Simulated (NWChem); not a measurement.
System: BH2SeOF; SMILES OB(F)[SeH]

NWChem input:

```
start job
memory heap 200 mb stack 900 mb global 1100 mb
geometry units angstroms noautoz
  B      0.036990    -0.952575     0.000000
  F     -1.103740    -1.649931     0.000000
  O      1.237530    -1.577276     0.000000
  H      1.137301    -2.543353     0.000000
  Se    -0.095040     1.009930     0.000000
  H      1.371608     1.207439     0.000000
end
basis spherical
  * library pcseg-1
end
dft
  xc pbe0
  iterations 150
  mulliken
end
task dft energy
```

Excerpt of the output:

```
             Northwest Computational Chemistry Package (NWChem) 7.3.0
             --------------------------------------------------------

 CS  symmetry detected

                             Geometry "geometry" -> ""
                             -------------------------

 Output coordinates in angstroms (scale by  1.889725989 to convert to a.u.)

  No.       Tag          Charge          X              Y              Z
 ---- ---------------- ---------- -------------- -------------- --------------
    1 B                    5.0000     0.00954897    -0.96695993     0.00000000
    2 F                    9.0000    -1.15722650    -1.61980396     0.00000000
    3 O                    8.0000     1.18510374    -1.63749600     0.00000000
    4 H                    1.0000     1.04769176    -2.59898888     0.00000000
    5 Se                  34.0000    -0.04669720     0.99917693     0.00000000
    6 H                    1.0000     1.42647680     1.13997652     0.00000000

 Effective nuclear repulsion energy (a.u.)     230.4381456755

      Symmetry information
      --------------------

 Group name             Cs
 Group number              2
 Group order               2
 No. of unique centers     6

                                 NWChem DFT Module
                                 -----------------

 Summary of "ao basis" -> "ao basis" (spherical)
 ------------------------------------------------------------------------------
       Tag                 Description            Shells   Functions and Types
 ---------------- ------------------------------  ------  ---------------------
 B                          pcseg-1                  6       14   3s2p1d
 F                          pcseg-1                  6       14   3s2p1d
 O                          pcseg-1                  6       14   3s2p1d
 H                          pcseg-1                  3        5   2s1p
 Se                         pcseg-1                 11       27   5s4p2d

      Symmetry analysis of basis
      --------------------------

        a'         57
        a"         22

            General Information
            -------------------
          SCF calculation type: DFT
          Wavefunction type:  closed shell.
          No. of atoms     :     6
          No. of electrons :    58
           Alpha electrons :    29
            Beta electrons :    29
          Charge           :     0
          Spin multiplicity:     1
          Use of symmetry is: on ; symmetry adaption is: on
          Maximum number of iterations: 150
          AO basis - number of functions:    79
                     number of shells:    35
          Convergence on energy requested:  1.00D-06
          Convergence on density requested:  1.00D-05
          Convergence on gradient requested:  5.00D-04

              XC Information
              --------------
                         PBE0 Method XC Functional
                     Hartree-Fock (Exact) Exchange  0.250
          PerdewBurkeErnzerhof Exchange Functional  0.750
            Perdew 1991 LDA Correlation Functional  1.000 local
           PerdewBurkeErnz. Correlation Functional  1.000 non-local

             Grid Information
             ----------------
          Grid used for XC integration:  medium
          Radial quadrature: Mura-Knowles
          Angular quadrature: Lebedev.
          Tag              B.-S. Rad. Rad. Pts. Rad. Cut. Ang. Pts.
          ---              ---------- --------- --------- ---------
          B                   0.85       49           9.0       434
          F                   0.50       49          10.0       434
          O                   0.60       49           8.0       434
          H                   0.35       45          11.0       434
          Se                  1.15      112          11.0       590
          Grid pruning is: on
          Number of quadrature shells:   349
          Spatial weights used:  Erf1

      Superposition of Atomic Density Guess
      -------------------------------------

 Sum of atomic energies:       -2599.10223899

      Non-variational initial energy
      ------------------------------

 Total energy =   -2600.296154
 1-e energy   =   -4076.843789
 2-e energy   =    1246.109490
 HOMO         =      -0.310219
 LUMO         =       0.066227

      Symmetry analysis of molecular orbitals - initial
      -------------------------------------------------

  Numbering of irreducible representations:

     1 a'          2 a"

  Orbital symmetries:

     1 a'          2 a'          3 a'          4 a'          5 a"
     6 a'          7 a'          8 a'          9 a'         10 a'
    11 a'         12 a"         13 a'         14 a'         15 a"
    16 a'         17 a"         18 a'         19 a'         20 a'
    21 a'         22 a'         23 a'         24 a"         25 a'
    26 a"         27 a'         28 a'         29 a"         30 a'
    31 a'         32 a"         33 a'         34 a'         35 a'
    36 a'         37 a"         38 a'         39 a'

     ---------------------------------------------
      Total Density - Mulliken Population Analysis
     ---------------------------------------------

    Atom       Charge   Shell Charges
 -----------   ------   -------------------------------------------------------
    1 B    5     3.96   2.00  0.61  0.14  1.00  0.10  0.11
    2 F    9     9.47   2.00  0.97  0.94  3.60  1.97  0.01
    3 O    8     8.67   2.00  0.93  0.79  3.16  1.78  0.01
    4 H    1     0.62   0.52  0.04  0.05
    5 Se  34    34.53   2.00  2.00  2.00  1.13  0.75  6.00  5.99  1.89  2.71 10.01  0.04
    6 H    1     0.75   0.58  0.16  0.02

   convergence    iter        energy       DeltaE   RMS-Dens  Diis-err
 ---------------- ----- ----------------- --------- --------- ---------
 d= 0,ls=0.0,diis     1  -2601.9090353070 -2.83D+03  1.36D-02  8.01D-01
 d= 0,ls=0.0,diis     2  -2601.8981207912  1.09D-02  6.49D-03  1.12D+00
 d= 0,ls=0.0,diis     3  -2601.9981140371 -1.00D-01  1.03D-03  2.02D-02
 d= 0,ls=0.0,diis     4  -2601.9997350063 -1.62D-03  4.72D-04  1.43D-03
 d= 0,ls=0.0,diis     5  -2601.9999179160 -1.83D-04  1.43D-04  2.35D-04
  Resetting Diis
 d= 0,ls=0.0,diis     6  -2601.9999462500 -2.83D-05  2.99D-05  1.37D-05
 d= 0,ls=0.0,diis     7  -2601.9999475028 -1.25D-06  1.84D-05  1.14D-06
 d= 0,ls=0.0,diis     8  -2601.9999474120  9.09D-08  9.85D-06  2.25D-06

         Total DFT energy =    -2601.999947411969
      One electron energy =    -4080.118990640046
           Coulomb energy =     1358.253047634006
    Exchange-Corr. energy =     -110.572150081443
 Nuclear repulsion energy =      230.438145675513

 Numeric. integr. density =       57.999997951922

                  Occupations of the irreducible representations
                  ----------------------------------------------

                     irrep           alpha         beta
                     --------     --------     --------
                     a'               22.0         22.0
                     a"                7.0          7.0

                       DFT Final Molecular Orbital Analysis
                       ------------------------------------

 Vector   27  Occ=2.000000D+00  E=-3.983355D-01  Symmetry=a"
              MO Center=  7.9D-01, -1.6D+00,  7.4D-15, r^2= 1.4D+00
   Bfn.  Coefficient  Atom+Function         Bfn.  Coefficient  Atom+Function
  ----- ------------  ---------------      ----- ------------  ---------------
    34      0.580393  3 O  pz                37      0.417672  3 O  pz
    20     -0.265532  2 F  pz                23     -0.192832  2 F  pz
     6      0.148106  1 B  pz                61      0.044520  5 Se pz
    64      0.042046  5 Se pz                 9      0.041177  1 B  pz
    13     -0.034759  1 B  d  1              58     -0.029380  5 Se pz

 Vector   28  Occ=2.000000D+00  E=-3.463119D-01  Symmetry=a'
              MO Center= -7.2D-02,  7.4D-01,  1.8D-15, r^2= 2.4D+00
   Bfn.  Coefficient  Atom+Function         Bfn.  Coefficient  Atom+Function
  ----- ------------  ---------------      ----- ------------  ---------------
    63      0.403394  5 Se py                60      0.362739  5 Se py
    51      0.258478  5 Se s                  5     -0.244478  1 B  py
    57     -0.241328  5 Se py                62     -0.236776  5 Se px
    59     -0.221979  5 Se px                50     -0.210900  5 Se s
    56      0.148362  5 Se px                52      0.142558  5 Se s

 Vector   29  Occ=2.000000D+00  E=-2.689434D-01  Symmetry=a"
              MO Center=  1.4D-02,  7.8D-01, -1.5D-15, r^2= 2.1D+00
   Bfn.  Coefficient  Atom+Function         Bfn.  Coefficient  Atom+Function
  ----- ------------  ---------------      ----- ------------  ---------------
    64      0.608381  5 Se pz                61      0.485216  5 Se pz
    58     -0.319532  5 Se pz                34     -0.138918  3 O  pz
    37     -0.115200  3 O  pz                55      0.104434  5 Se pz
     6      0.100330  1 B  pz                20     -0.079596  2 F  pz
    23     -0.063406  2 F  pz                 9      0.039367  1 B  pz

 Vector   30  Occ=0.000000D+00  E= 1.337582D-02  Symmetry=a'
              MO Center=  7.1D-01,  1.0D+00, -1.7D-15, r^2= 3.4D+00
   Bfn.  Coefficient  Atom+Function         Bfn.  Coefficient  Atom+Function
  ----- ------------  ---------------      ----- ------------  ---------------
    76      1.250174  6 H  s                 62     -0.855073  5 Se px
    52     -0.679663  5 Se s                 75      0.328316  6 H  s
    59     -0.282628  5 Se px                63     -0.202992  5 Se py
    56      0.189508  5 Se px                51     -0.186213  5 Se s
     7     -0.176054  1 B  px                50      0.171427  5 Se s

 Vector   31  Occ=0.000000D+00  E= 2.356762D-02  Symmetry=a"
              MO Center=  3.2D-02, -7.2D-01, -2.7D-14, r^2= 2.8D+00
   Bfn.  Coefficient  Atom+Function         Bfn.  Coefficient  Atom+Function
  ----- ------------  ---------------      ----- ------------  ---------------
     9      0.635831  1 B  pz                 6      0.618842  1 B  pz
    64     -0.362077  5 Se pz                37     -0.307590  3 O  pz
    34     -0.277371  3 O  pz                20     -0.238182  2 F  pz
    23     -0.229816  2 F  pz                61     -0.170200  5 Se pz
    71     -0.145431  5 Se d -1              58      0.110771  5 Se pz

 Vector   32  Occ=0.000000D+00  E= 3.466928D-02  Symmetry=a'
              MO Center=  8.3D-01, -2.1D+00,  2.8D-15, r^2= 4.4D+00
   Bfn.  Coefficient  Atom+Function         Bfn.  Coefficient  Atom+Function
  ----- ------------  ---------------      ----- ------------  ---------------
    44      1.172807  4 H  s                 31     -0.668438  3 O  s
     3      0.432768  1 B  s                 63      0.400882  5 Se py
    36      0.298414  3 O  py                52     -0.296333  5 Se s
    33      0.189527  3 O  py                 8      0.187296  1 B  py
    51     -0.186005  5 Se s                 43      0.182083  4 H  s

     ---------------------------------------------
      Total Density - Mulliken Population Analysis
     ---------------------------------------------

    Atom       Charge   Shell Charges
 -----------   ------   -------------------------------------------------------
    1 B    5     4.40   1.99  0.62  0.01  1.47  0.17  0.13
    2 F    9     9.27   2.00  0.95  0.95  3.44  1.92  0.01
    3 O    8     8.35   2.00  0.90  0.80  2.97  1.66  0.01
    4 H    1     0.74   0.67  0.01  0.06
    5 Se  34    34.41   2.00  2.00  2.00  1.21  0.71  6.00  5.98  1.93  2.51  9.99  0.08
    6 H    1     0.84   0.69  0.13  0.02

     -------------------------------------------
      Total Density - Lowdin Population Analysis
     -------------------------------------------

    Atom       Charge   Shell Charges
 -----------   ------   -------------------------------------------------------
    1 B    5     5.03   1.98  0.45  0.27  1.39  0.66  0.28
    2 F    9     9.10   1.99  0.92  0.81  3.31  2.05  0.01
    3 O    8     8.15   1.99  0.81  0.65  2.81  1.86  0.03
    4 H    1     0.83   0.55  0.14  0.14
    5 Se  34    33.97   2.00  2.00  1.94  0.98  0.68  5.99  5.79  2.05  2.44  9.88  0.22
    6 H    1     0.93   0.60  0.28  0.04

     Multipole analysis of the density
     ---------------------------------

     L   x y z        total         alpha         beta         nuclear
     -   - - -        -----         -----         ----         -------
     0   0 0 0     -0.000000    -29.000000    -29.000000     58.000000

     1   1 0 0      0.424799      0.212399      0.212399     -0.000000
     1   0 1 0     -0.574813     -0.287407     -0.287407      0.000000
     1   0 0 1     -0.000000     -0.000000     -0.000000      0.000000

     2   2 0 0    -27.019746    -60.818292    -60.818292     94.616838
     2   1 1 0     -0.743032      2.099402      2.099402     -4.941836
     2   1 0 1     -0.000000     -0.000000     -0.000000      0.000000
     2   0 2 0    -21.606520   -174.605177   -174.605177    327.603835
     2   0 1 1     -0.000000     -0.000000     -0.000000      0.000000
     2   0 0 2    -27.004082    -13.502041    -13.502041      0.000000
```

Level: PBE0/pcseg-1. Geometry: optimised at B3LYP/6-31G* (spherical d).
